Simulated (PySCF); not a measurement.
# Radial density of Pm (promethium, neutral)

CAM-B3LYP, [Xe] 4f5 5d1 6s1, one real determinant (an excited configuration). Computed with PySCF 2.14 in x2c-TZVPPall (11s7p7d4f2g, 113 functions), with scalar relativity by spin-free X2C-1e.

```tsv
r (bohr)	4πr²ρ (e/bohr)	4πr²(ρα − ρβ)
0.0267	71.73	0.0024
0.0450	83.56	0.0068
0.0757	106.2	0.0079
0.127	78.85	0.0546
0.214	92.19	0.5628
0.360	38.63	2.6726
0.606	42.05	5.0054
1.02	14.48	3.5270
1.71	6.778	1.2353
2.88	1.290	0.5744
4.85	0.3480	0.3398
8.15	0.04194	0.0419
13.7	0.0002368	0.0002
```

Densities and radii are taken from the X2C orbitals without a picture-change correction, which distorts them close to the nucleus.

⟨L²⟩ = 30.03 against 56 for a pure K term, so this real determinant mixes terms. Spin-orbit coupling, absent here, splits the open shell strongly.
